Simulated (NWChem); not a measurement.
System: C₂H₆ClSi cation

```xyz
10

C     -0.0083    -1.6168    -1.2431
Si     0.0000     0.0000    -0.4032
C      0.0083     1.6168    -1.2431
Cl     0.0000     0.0000     1.5884
H      0.5251    -1.5584    -2.2058
H     -1.0610    -1.8822    -1.4616
H      0.4168    -2.4097    -0.6099
H     -0.4168     2.4097    -0.6099
H      1.0610     1.8822    -1.4616
H     -0.5251     1.5584    -2.2058
```
Atoms are numbered in this order, from 1.

Computed with NWChem. Pople sets run with spherical d functions. The geometry was optimised at PBE0/def2-SVP. GIAO values for the isolated, static molecule; σ is the absolute isotropic shielding, δ = σ(reference) − σ with the isolated reference molecule computed at the same levels (13C: tetramethylsilane, 1H: tetramethylsilane, 29Si: tetramethylsilane).

```
level                δ C1 (ppm)  δ Si2 (ppm)  σ Cl4 (ppm)  δ H5 (rotor mean) (ppm)
-------------------  ----------  -----------  -----------  -----------------------
BHandHLYP/pcSseg-1         12.9        301.6        636.0                     2.27
KT2/pcSseg-1                  …            …            …                        …
Hartree-Fock/6-31G*         7.8        261.6        772.2                     1.97
```

Question: Some entries are withheld; supply them.

Answer: 
- KT2/pcSseg-1, δ C1 (ppm): 17.8
- KT2/pcSseg-1, δ Si2 (ppm): 290.6
- KT2/pcSseg-1, σ Cl4 (ppm): 549.7
- KT2/pcSseg-1, δ H5 (rotor mean) (ppm): 2.40
